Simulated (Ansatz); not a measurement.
Computed with Ansatz on PBE0-D4/def2-TZVP structures; ΔE is electronic, products minus reactants. CCSD(T)/CBS is the MP2 limit (def2-TZVPP, def2-QZVPP) plus CCSD(T) − MP2 in def2-TZVPP, frozen cores. Functionals use def2-TZVPP. B3LYP here is the variant with VWN-RPA as its local correlation; programs differ in this. For Sc outer-core shells are correlated without core-valence functions, which leaves a few kJ/mol of doubt a bond. Scalar relativity is left out up to krypton. Each species was taken in one conformer, which may not be the lowest.

`[NH2][Sc]([NH2])[Cl]` + `C[Si](Cl)(Cl)Cl` → `[NH2][Sc]([Cl])[Cl]` + `C[Si](N)(Cl)Cl`  (redistribution)

```tsv
level	ΔE (kJ/mol)
CAM-B3LYP-D4	-87.7
B3LYP	-85.9
RPA@PBE/def2-TZVPP	-82.2
MP2/def2-QZVPP	-82.7
```

What does CCSD(T)/CBS give? (An estimate is asked.)

The calculation gave: -84.2 kJ/mol. The listed levels differ from it by -3.5, -1.7, 2.0, 1.5 kJ/mol.

Largest T1 diagnostic among the species: 0.014.

From BLYP to BHLYP (50 % exact exchange), in def2-TZVPP and without D4, ΔE moves by −13.5 kJ/mol. Leaving LDA and LC-ωPBE aside and taking each functional with its dispersion term where it has one, the values, not all of them listed here, spread over 16.1 kJ/mol, from BHLYP-D4 to revPBE-D4. LDA lies −3.8 kJ/mol from PBE without D4.
